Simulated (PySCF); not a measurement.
PySCF 2.14 output of an unrestricted PBE0 calculation on a single atom or ion in aug-cc-pwCVTZ-DK3 (11s10p8d5f1g, 125 functions), with scalar relativity by spin-free X2C-1e:

```
SCF conv_tol = 1e-09
number electrons alpha = 44  beta = 39
    C. Adamo and V. Barone.,  J. Chem. Phys. 110, 6158 (1999)
    M. Ernzerhof and G. E. Scuseria.,  J. Chem. Phys. 110, 5029 (1999)
cycle= 1 E= -21532.5870236682  delta_E= -0.0152  |g|= 0.155  |ddm|= 0.841
cycle= 2 E= -21532.5874048469  delta_E= -0.000381  |g|= 0.11  |ddm|= 0.193
cycle= 3 E= -21532.5880755687  delta_E= -0.000671  |g|= 0.012  |ddm|= 0.0641
cycle= 4 E= -21532.5880946418  delta_E= -1.91e-05  |g|= 0.000524  |ddm|= 0.0121
cycle= 5 E= -21532.5880947634  delta_E= -1.22e-07  |g|= 6.66e-05  |ddm|= 0.00249
cycle= 6 E= -21532.5880947667  delta_E= -3.31e-09  |g|= 1.05e-05  |ddm|= 0.000439
cycle= 7 E= -21532.5880947669  delta_E= -1.2e-10  |g|= 1.5e-06  |ddm|= 0.000122
converged SCF energy = -21532.5880947669  <S^2> = 8.7529285  2S+1 = 6.0009761
```

The run itself started from symmetry-adapted Hartree-Fock orbitals and held the occupation by maximum overlap, on a logarithmic radial grid, so the iterations belong to that start.

Q: Which element, charge and spin multiplicity is this?

A: Bi (bismuth, neutral), multiplicity 6; the state was [Xe] 4f14 5d10 6s1 6p3 6d1, high-spin 6D determinant (an excited configuration).

Spin-orbit coupling is strong in this species (close to jj coupling), so the high-spin LS determinant is a model state, not a physical level. The outer electron is Rydberg-like, and this basis confines it to a smaller radius and binds it less than a complete one would.
